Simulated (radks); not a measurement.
All-electron atom: Dy59+ in [He] 2s1.75 2p3 3p0.25 (fractional occupations, a model configuration).

Method: Dirac Kohn-Sham, revPBE, spin-unpolarised, spherical densities, finite nucleus; open shells are shared between the two j in proportion to 2j + 1; Fermi nuclear charge, rms radius 5.2218 fm; computed with a radial shooting solver on a logarithmic mesh with Libxc functionals.

Energy parts (hartree):
| part | energy |
|---|---|
| total | -7131.5036 |
| kinetic | 8054.3321 |
| electron-nucleus | -15479.6290 |
| Hartree | 379.9530 |
| exchange-correlation | -86.1597 |

Orbitals (lengths in bohr, moments of r in powers of bohr; <r^-3> diverges for s and p1/2; r(max) is where P^2 peaks; r(90%) holds 90 % of the orbital's charge):
orbital,occ.,eigenvalue (hartree),r(max),<r^-3>,r(90%)
1s1/2,2,-2183.955,0.01336,-,0.0381
2s1/2,1.75,-515.6720,0.07466,-,0.134
2p1/2,1,-505.6936,0.05589,-,0.117
2p3/2,2,-473.5765,0.06161,12010,0.126
3s1/2,0,-218.2285,0.1952,-,0.295
3p1/2,0.0833333,-214.8441,0.1805,-,0.282
3p3/2,0.166667,-205.7856,0.1903,3537,0.294
3d3/2,0,-202.1013,0.1437,666.1,0.256
3d5/2,0,-199.7031,0.1465,584.3,0.259
4p1/2,0,-118.0410,0.3655,-,0.510
4p3/2,0,-114.2915,0.3791,1489,0.527
4f5/2,0,-111.0191,0.2645,84.36,0.431
4f7/2,0,-110.5647,0.2663,81.44,0.433

The highest occupied level is 3p3/2 at -5599.7 eV. The configuration is held as typed, so some empty levels lie below it. Summed over all electrons, <r^2> = 0.04867 bohr^2, which gives a Langevin (diamagnetic) susceptibility term of -0.0385 x 10^-6 cm^3/mol.
